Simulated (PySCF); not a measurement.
System: C5H7Si (charge 0, doublet). It need not be the lowest isomer of its formula. 
Structure (B3LYP-D3(BJ)/def2-TZVP (Ansatz) minimum search):
SMILES: [SiH3]C1=[C]CC=C1
```xyz
13

Si     2.1134     0.0142    -0.1418
C      0.2607     0.0510    -0.0046
C     -0.5196     1.0815     0.3186
C     -1.9784     0.7760     0.3392
C     -1.9549    -0.6861    -0.0447
C     -0.6859    -1.0806    -0.2353
H      2.6762    -0.9852     0.7985
H      2.6620     1.3516     0.1701
H      2.5169    -0.3807    -1.5134
H     -2.4236     0.9444     1.3248
H     -2.5405     1.3883    -0.3729
H     -2.8429    -1.2933    -0.1424
H     -0.3671    -2.0754    -0.5174
```
Charge 0, spin multiplicity 2.

Dispersion corrections to the total energy (kcal/mol) from the dftd3 and dftd4 libraries through PySCF: D3(BJ) without and D4 with the three-body term, each with the damping fitted for the functional named.

| functional | D3(BJ) | D4 |
|---|---|---|
| B2PLYP | … | -5.24 |
| PBE0 | -6.55 | -6.32 |
| B2GP-PLYP | -5.02 | -3.17 |
| PW6B95 | -3.93 | -6.51 |
| PBE | -7.48 | -7.49 |
| r2SCAN | -2.14 | … |
| CAM-B3LYP | … | -6.39 |

Problem. What belongs in the gaps?

Solution. 
- B2PLYP, D3(BJ): -6.19
- r2SCAN, D4: -1.88
- CAM-B3LYP, D3(BJ): -6.03
